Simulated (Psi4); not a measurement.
The Psi4 input:
```
memory 2 GB

molecule {
-1 2
Si    0.06934238   -0.44293770    0.00358120
O    -0.17097170    1.09211434   -0.00882986
H    -1.00009541   -1.45561993   -0.00045378
H     1.39707565   -1.08016707    0.02095588
}

set {
  basis def2-svp
  reference uks
}

energy('svwn')
print_variables()
```

Question: What does this run give for the <S^2>, number of basis functions, total energy, nuclear repulsion energy?

Answer: 
| Item | Result |
|---|---|
| <S^2> | 0.751 |
| number of basis functions | 42 |
| total energy | -364.5143 Eh |
| nuclear repulsion energy | 51.5822 Eh |

A gas-phase anion may not be bound at this level; its values then depend on the basis.

These values belong to the state on which the SCF converged, which isn't shown to be the lowest.
